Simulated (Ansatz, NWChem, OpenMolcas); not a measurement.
## ZrO (SMILES [O][Zr]): the vertical energy of the triplet above the singlet, rung by rung

ZrO: 2 atoms, total charge 0, spin state singlet. As SMILES, `[O][Zr]`. Geometry: the measured bond length.

```xyz
2

O     0.0000    0.0000    0.0000
Zr    0.0000    0.0000    1.7116
```

Each level gives the vertical energy of the triplet above the singlet (eV). The values are calculated.

```csv
level,kind,program,value (eV),less CCSD(T)/def2-TZVP
revPBE/def2-TZVP (core potential),GGA,Ansatz,-0.22,-0.66
r2SCAN/def2-TZVP (core potential),meta-GGA,Ansatz,-0.55,-0.99
B3LYP/def2-TZVP (core potential),global hybrid,Ansatz,-0.05,-0.49
PBE0/def2-TZVP (core potential),global hybrid,OpenMolcas,-0.26,-0.70
HSE06/def2-TZVP (core potential),range-separated hybrid,Ansatz,-0.26,-0.70
wB97X/def2-TZVP (core potential),range-separated hybrid,Ansatz,0.39,-0.05
B2PLYP/def2-TZVP (core potential),double hybrid,Ansatz,0.15,-0.29
RPA@PBE0/def2-TZVP (core potential),RPA,Ansatz,0.32,-0.12
MP2/def2-TZVP (core potential),perturbation theory,NWChem,0.45,+0.01
CCSD(T)/def2-TZVP (core potential),coupled cluster or CI,NWChem,0.44,0.00
```

Differences are taken from CCSD(T)/def2-TZVP (core potential) for orientation; it has basis-set and higher-order errors of its own. Spin-orbit coupling, which can split open shells on such heavy atoms by tenths of an eV, is left out. The values span -0.55 to 0.45 eV.
